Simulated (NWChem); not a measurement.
# CH3BeBrS; SMILES [Be]([Br])[S]C

```xyz
7

Be     0.3016     0.2246     0.0000
Br    -0.0256    -1.7147     0.0000
S      0.6449     2.0881     0.0000
C     -1.0720     2.8010     0.0000
H     -1.6234     2.5070    -0.8947
H     -0.9514     3.8860     0.0000
H     -1.6234     2.5070     0.8947
```
Atoms are numbered in this order, from 1.

All runs: NWChem. Pople sets run with spherical d functions. Medium grid unless said otherwise, to which SCAN and Minnesota functionals are sensitive. All runs use the structure optimised with B3LYP/6-31G* (spherical d). Total energies of different functionals are on different scales.

| level | energy (Ha) | highest occupied level (eV) | orbital gap (eV) | dipole (D) |
|---|---|---|---|---|
| B3LYP/6-31G* | -3026.8353 | -6.91 | 5.89 | 1.87 |
| PBE/6-31G* | -3026.1309 | -5.98 | 4.29 | 1.89 |
| LC-BLYP (range parameter 0.33 per bohr)/6-31G* | -3026.0083 | -9.40 | 10.47 | 1.90 |
| M06-2X/6-31G* | -3026.7652 | -8.35 | 8.17 | 1.91 |
| OLYP/6-31G* | -3027.5027 | -5.83 | 4.44 | 1.86 |
| N12/6-31G* | -3028.2560 | -5.77 | 4.45 | 1.87 |
| KT2/6-31G* | -3040.6687 | -6.05 | 4.28 | 1.90 |
